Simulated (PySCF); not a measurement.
Delta-SCF ions had no search for a lower state. Excitations are Tamm–Dancoff values on a coarser integration grid. The basis has no diffuse functions, so Rydberg states are missing or too high.

Cartesian coordinates (Å):
```xyz
5

F      1.7808    -0.2523    -0.0763
Sn    -0.1242     0.0176     0.0053
H     -0.3291     1.7002    -0.1320
H     -0.7422    -0.8579    -1.3151
H     -0.5853    -0.6076     1.5181
```
Charge 0, spin multiplicity 1.

What vertical ionisation energy (Delta-SCF), LUMO, HOMO, T1 excitation (TDA), dipole moment, total energy, S1 oscillator strength and HOMO–LUMO gap does PBE0-D4/def2-TZVP (PySCF) give?


The vertical ionisation energy (Delta-SCF) comes out as 11.76 eV and the LUMO is -0.82 eV. The HOMO is -9.38 eV and the T1 excitation (TDA) is 6.63 eV. The dipole moment comes out as 2.73 D and the total energy comes out as -315.9021 Ha. The S1 oscillator strength comes out as 0.001. The HOMO–LUMO gap comes out as 8.56 eV.
